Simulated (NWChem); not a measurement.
# iodine monochloride (ClI) in NWChem

SMILES: ICl
```xyz
2

Cl     0.0000     0.0000     1.8075
I      0.0000     0.0000    -0.5798
```
Charge 0, spin multiplicity 1.

Everything below was run with NWChem. Structure: optimised with B3LYP/def2-SVP with def2 effective core potentials on I, a minimum by its harmonic frequencies.

Symmetry labels belong to the abelian group C2v used in the runs, with the axes of the coordinates shown; states degenerate in a higher group split over its labels.

Effective core potentials replace the inner electrons of I; spin-orbit coupling is left out.

List the lowest 4 singlet excitations that TD-PBE/def2-SVPD with def2 effective core potentials on I gives, with oscillator strengths.


```csv
state,symmetry,energy (eV),wavelength (nm),f
1,b1,2.21,560,0.001
2,b2,2.21,560,0.001
3,b1,4.21,294,0.001
4,b2,4.21,294,0.001
```
